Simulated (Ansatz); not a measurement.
Ideal-gas functions of FH₃O₄W (`[O]=[W]([OH])([OH])([OH])[F]`) at 400 K and 1 bar, from an Ansatz frequency run at PBE0-D4/def2-TZVP.

Molar mass 269.86 g/mol, point group Cs (symmetry number 1), electronic degeneracy 1, moments of inertia 174.425, 193.492, 241.195 u Å². Harmonic wavenumbers (cm⁻¹, unscaled): 85, 163, 236, 236, 239, 259, 347, 351, 369, 408, 495, 576, 668, 678, 729, 759, 798, 1065, 3889, 3892, 3916.

Use S(trans) = R[1.5 ln M + 2.5 ln T − 1.1517]; rotational temperatures θ = 24.2544 K / I; S(rot) = R[ln(√π/σ · √(T³/θAθBθC)) + 1.5]; for each mode x = 1.438777 ν̃/T, S = R[x/(eˣ − 1) − ln(1 − e⁻ˣ)] and H = RT x/(eˣ − 1); 1 cm⁻¹ = 0.0119627 kJ/mol; R = 8.31446 J/(mol·K).

**Question.** By hand: the entropy, in J/(mol·K).

**Answer.** Translation 184.8. Rotation: θ = 0.1391, 0.1254, 0.1006 K, giving 118.3. Vibration, mode by mode: 18.20, 12.87, 9.92, 9.92, 9.82, 9.20, 6.99, 6.91, 6.55, 5.83, 4.54, 3.60, 2.78, 2.70, 2.33, 2.14, 1.92, 0.89, 0.00, 0.00, 0.00, in all 117.1. Electronic 0.0. Sum 420.2 J/(mol·K).

**Question.** By hand: H − E and G − E in kJ/mol, counted from the electronic energy.

**Answer.** Zero-point energy ½ × 20158 × 0.0119627 = 120.6; thermal vibration 25.9; translation, rotation and pV give 4 RT = 13.3. H − E = 159.8 kJ/mol, and G − E = 159.8 − 400 × 420.2/1000 = -8.3 kJ/mol.

Vibration gives 28 % of the entropy, 18.2 J/(mol·K) of it from the mode under 150 cm⁻¹: soft modes count most, and the harmonic formula is weakest for them. The sum counts one conformer and one mirror image; others add a mixing term.
